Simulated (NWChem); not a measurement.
System: C$_{3}$H$_{4}$OSe; SMILES C([Se]C=C)=O

```xyz
9

C     -0.4380    -2.6713     0.0008
C     -0.7289    -1.3702    -0.0004
Se     0.5525     0.0195     0.0005
C     -0.7104     1.4737    -0.0005
O     -0.4023     2.6233    -0.0003
H      0.5885    -3.0485     0.0026
H     -1.2422    -3.4120     0.0000
H     -1.7701    -1.0237    -0.0022
H     -1.7676     1.1038    -0.0018
```
Atoms are numbered in this order, from 1.

Level: PBE0/def2-SVP (NWChem), optimised geometry, unscaled harmonic frequencies. This build's default masses of Se (78.918 u) and Br (79.917 u) are each other's, which moves their modes by up to 0.6 %.

List the harmonic frequencies with IR intensities, and the thermochemistry.


```json
[
 {"frequency (cm⁻¹)": "57", "IR intensity (km/mol)": "1.9"},
 {"frequency (cm⁻¹)": "141", "IR intensity (km/mol)": "2.5"},
 {"frequency (cm⁻¹)": "182", "IR intensity (km/mol)": "8.7"},
 {"frequency (cm⁻¹)": "347", "IR intensity (km/mol)": "1.4"},
 {"frequency (cm⁻¹)": "387", "IR intensity (km/mol)": "2.7"},
 {"frequency (cm⁻¹)": "571", "IR intensity (km/mol)": "19.3"},
 {"frequency (cm⁻¹)": "619", "IR intensity (km/mol)": "24.6"},
 {"frequency (cm⁻¹)": "697", "IR intensity (km/mol)": "97.0"},
 {"frequency (cm⁻¹)": "900", "IR intensity (km/mol)": "1.1"},
 {"frequency (cm⁻¹)": "925", "IR intensity (km/mol)": "37.1"},
 {"frequency (cm⁻¹)": "987", "IR intensity (km/mol)": "22.0"},
 {"frequency (cm⁻¹)": "1013", "IR intensity (km/mol)": "5.5"},
 {"frequency (cm⁻¹)": "1267", "IR intensity (km/mol)": "14.8"},
 {"frequency (cm⁻¹)": "1349", "IR intensity (km/mol)": "14.5"},
 {"frequency (cm⁻¹)": "1399", "IR intensity (km/mol)": "6.0"},
 {"frequency (cm⁻¹)": "1685", "IR intensity (km/mol)": "70.8"},
 {"frequency (cm⁻¹)": "1874", "IR intensity (km/mol)": "522.0"},
 {"frequency (cm⁻¹)": "2927", "IR intensity (km/mol)": "62.0"},
 {"frequency (cm⁻¹)": "3162", "IR intensity (km/mol)": "1.6"},
 {"frequency (cm⁻¹)": "3177", "IR intensity (km/mol)": "1.4"},
 {"frequency (cm⁻¹)": "3270", "IR intensity (km/mol)": "0.4"}
]
```

The zero-point energy is 38.5 kcal/mol and the thermal correction to the enthalpy at 298.15 K (with zero-point energy) comes out as 43.0 kcal/mol. The heat capacity Cv is 19.9 cal/(mol K). The entropy at 298.15 K and 1 atm (symmetry number 1) is 80.9 cal/(mol K). The dipole moment is 2.79 D.

Rigid rotor and harmonic oscillator; modes under 100 cm⁻¹ make the entropy uncertain.
